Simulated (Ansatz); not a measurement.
```yaml
crystal:
  periodic: [false, false, false]
  atoms:
    - {symbol: F, position_ang: [2.728577, -0.795685, -0.075004]}
    - {symbol: Ge, position_ang: [1.140035, -0.892693, -0.575182]}
    - {symbol: F, position_ang: [0.990593, 0.116363, -2.044362]}
    - {symbol: F, position_ang: [0.831289, -2.432206, -1.092560]}
    - {symbol: O, position_ang: [0.024982, -0.299789, 0.596687]}
    - {symbol: Si, position_ang: [-1.169910, 0.839040, 0.792970]}
    - {symbol: H, position_ang: [-2.189536, 0.614593, -0.251457]}
    - {symbol: H, position_ang: [-0.559466, 2.176776, 0.646758]}
    - {symbol: H, position_ang: [-1.749968, 0.665170, 2.121746]}
basis:
  gaussian: {orbitals: def2-SVPD}
total_charge: 1
magnetization: {spin_polarized: true, initial_magnetization: 1}
hamiltonian: {xc: {name: PBE1PBE}, dispersion: d4}
```

```sh
$ ansatz run in.yaml --threads 4 --pin off --events-out ev --progress --plain --max-ram 11315MiB
```

Output, abridged:

```
Error: YAML parse error: error: line 17 column 19: hamiltonian.xc: no functional is named "PBE1PBE"; the names, which are not case-sensitive, are SVWN5, SPW92, PBE, PBE0, PBEsol, revPBE, revPBE0, RPBE, rPW86-PBE, HSE06, wPBEh, LC-wPBE, HISS, HF, BLYP, B3LYP, B3LYP5, BHLYP, CAM-B3LYP, r2SCAN, r2SCANh, r2SCAN0, r2SCAN50, m-r2SCAN, B97, wB97, wB97X, wB97X-V, B97M-V, wB97M-V, B2PLYP, B2GP-PLYP, PBE0-DH, PBE-QIDH
15 | total_charge: 1
16 | magnetization: {spin_polarized: true, initial_magnetization: 1}
17 | hamiltonian: {xc: {name: PBE1PBE}, dispersion: d4}
```

Question: Something in this input is off. What?

Answer: The method's name isn't one that the program takes here. The input was rejected before any iteration.

HSE06 is defined as in plane-wave codes.
